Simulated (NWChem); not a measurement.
System: diboron tetrafluoride (B$_{2}$F$_{4}$); SMILES FB(F)B(F)F

NWChem input:

```
start job
memory heap 200 mb stack 900 mb global 1100 mb
geometry units angstroms
  F     -1.573580    -0.877303     0.692125
  B     -0.856007    -0.055152    -0.043152
  F     -1.595642     0.672908    -0.852040
  B      0.856000     0.055262     0.043153
  F      1.673232    -0.667601    -0.692428
  F      1.495990     0.871996     0.852343
end
basis spherical
  F library 6-31g*
  B library 6-31g*
end
dft
  xc xpbe96 cpbe96
  iterations 150
end
driver
  maxiter 150
  trust 0.05
end
task dft optimize
```

Parts of the log:

```
             Northwest Computational Chemistry Package (NWChem) 7.3.0
             --------------------------------------------------------

 D2D symmetry detected

                             Geometry "geometry" -> ""
                             -------------------------

 Output coordinates in angstroms (scale by  1.889725989 to convert to a.u.)

  No.       Tag          Charge          X              Y              Z
 ---- ---------------- ---------- -------------- -------------- --------------
    1 F                    9.0000     0.77363485    -0.77363485     1.58991495
    2 B                    5.0000     0.00000000     0.00000000     0.85886666
    3 F                    9.0000    -0.77363485     0.77363485     1.58991495
    4 B                    5.0000     0.00000000     0.00000000    -0.85886666
    5 F                    9.0000    -0.77363485    -0.77363485    -1.58991495
    6 F                    9.0000     0.77363485     0.77363485    -1.58991495

 Effective nuclear repulsion energy (a.u.)     203.2654681323

      Symmetry information
      --------------------

 Group name             D2d
 Group number             32
 Group order               8
 No. of unique centers     2

                                Z-matrix (autoz)
                                --------

 Units are Angstrom for bonds and degrees for angles

      Type          Name      I     J     K     L     M      Value
      ----------- --------  ----- ----- ----- ----- ----- ----------
    1 Stretch                  1     2                       1.31585
    2 Stretch                  2     3                       1.31585
    3 Stretch                  2     4                       1.71773
    4 Stretch                  4     5                       1.31585
    5 Stretch                  4     6                       1.31585
    6 Bend                     1     2     3               112.49970
    7 Bend                     1     2     4               123.75015
    8 Bend                     2     4     5               123.75015
    9 Bend                     2     4     6               123.75015
   10 Bend                     3     2     4               123.75015
   11 Bend                     5     4     6               112.49970
   12 Torsion                  1     2     4     5          90.00000
   13 Torsion                  1     2     4     6         -90.00000
   14 Torsion                  3     2     4     5         -90.00000
   15 Torsion                  3     2     4     6          90.00000

  pbe96 is a nonlocal functional; adding pw91lda local functional.

                           NWChem Geometry Optimization
                           ----------------------------

 maximum gradient threshold         (gmax) =   0.000450
 rms gradient threshold             (grms) =   0.000300
 maximum cartesian step threshold   (xmax) =   0.001800
 rms cartesian step threshold       (xrms) =   0.001200
 fixed trust radius                (trust) =   0.050000
 source of zmatrix                         =   autoz

          -------------------
          Energy Minimization
          -------------------

 Using diagonal initial Hessian
 Scaling for Hessian diagonals: bonds = 1.00  angles = 0.25  torsions = 0.10

          --------
          Step   0

                                 NWChem DFT Module
                                 -----------------

 Summary of "ao basis" -> "ao basis" (spherical)
 ------------------------------------------------------------------------------
       Tag                 Description            Shells   Functions and Types
 ---------------- ------------------------------  ------  ---------------------
 F                           6-31g*                  6       14   3s2p1d
 B                           6-31g*                  6       14   3s2p1d

      Symmetry analysis of basis
      --------------------------

        a1         17
        a2          5
        b1          5
        b2         17
        e          40

[...]

      ----------------------
      Optimization converged
      ----------------------

  Step       Energy      Delta E   Gmax     Grms     Xrms     Xmax
  ---- ---------------- -------- -------- -------- -------- --------
@    6    -448.82402461 -3.7D-08  0.00001  0.00000  0.00004  0.00010
                                     ok       ok       ok       ok

                                Z-matrix (autoz)
                                --------

 Units are Angstrom for bonds and degrees for angles

      Type          Name      I     J     K     L     M      Value     Gradient
      ----------- --------  ----- ----- ----- ----- ----- ---------- ----------
    1 Stretch                  1     2                       1.33456   -0.00000
    2 Stretch                  2     3                       1.33456   -0.00000
    3 Stretch                  2     4                       1.71801    0.00001
    4 Stretch                  4     5                       1.33456   -0.00000
    5 Stretch                  4     6                       1.33456   -0.00000
    6 Bend                     1     2     3               116.78628    0.00000
    7 Bend                     1     2     4               121.60686   -0.00000
    8 Bend                     2     4     5               121.60686   -0.00000
    9 Bend                     2     4     6               121.60686   -0.00000
   10 Bend                     3     2     4               121.60686   -0.00000
   11 Bend                     5     4     6               116.78628    0.00000
   12 Torsion                  1     2     4     5          90.00000   -0.00000
   13 Torsion                  1     2     4     6         -90.00000   -0.00000
   14 Torsion                  3     2     4     5         -90.00000   -0.00000
   15 Torsion                  3     2     4     6          90.00000   -0.00000

                         Geometry "geometry" -> "geometry"
                         ---------------------------------

 Output coordinates in angstroms (scale by  1.889725989 to convert to a.u.)

  No.       Tag          Charge          X              Y              Z
 ---- ---------------- ---------- -------------- -------------- --------------
    1 F                    9.0000     0.80369389    -0.80369389     1.55843161
    2 B                    5.0000     0.00000000     0.00000000     0.85900615
    3 F                    9.0000    -0.80369389     0.80369389     1.55843161
    4 B                    5.0000     0.00000000     0.00000000    -0.85900615
    5 F                    9.0000    -0.80369389    -0.80369389    -1.55843161
    6 F                    9.0000     0.80369389     0.80369389    -1.55843161

 Effective nuclear repulsion energy (a.u.)     201.3333406200

      Symmetry information
      --------------------

 Group name             D2d
 Group number             32
 Group order               8
 No. of unique centers     2

                Final and change from initial internal coordinates
                --------------------------------------------------

                                Z-matrix (autoz)
                                --------

 Units are Angstrom for bonds and degrees for angles

      Type          Name      I     J     K     L     M      Value       Change
      ----------- --------  ----- ----- ----- ----- ----- ---------- ----------
    1 Stretch                  1     2                       1.33456    0.01871
    2 Stretch                  2     3                       1.33456    0.01871
    3 Stretch                  2     4                       1.71801    0.00028
    4 Stretch                  4     5                       1.33456    0.01871
    5 Stretch                  4     6                       1.33456    0.01871
    6 Bend                     1     2     3               116.78628    4.28657
    7 Bend                     1     2     4               121.60686   -2.14329
    8 Bend                     2     4     5               121.60686   -2.14329
    9 Bend                     2     4     6               121.60686   -2.14329
   10 Bend                     3     2     4               121.60686   -2.14329
   11 Bend                     5     4     6               116.78628    4.28657
   12 Torsion                  1     2     4     5          90.00000    0.00000
   13 Torsion                  1     2     4     6         -90.00000    0.00000
   14 Torsion                  3     2     4     5         -90.00000    0.00000
   15 Torsion                  3     2     4     6          90.00000    0.00000

 ==============================================================================
                                internuclear distances
 ------------------------------------------------------------------------------
       center one      |      center two      | atomic units |  angstroms
 ------------------------------------------------------------------------------
    2 B                |   1 F                |     2.52195  |     1.33456
    3 F                |   2 B                |     2.52195  |     1.33456
    4 B                |   2 B                |     3.24657  |     1.71801
    5 F                |   4 B                |     2.52195  |     1.33456
    6 F                |   4 B                |     2.52195  |     1.33456
 ------------------------------------------------------------------------------
                         number of included internuclear distances:          5
 ==============================================================================
```

Level: PBE/6-31G* (spherical d).
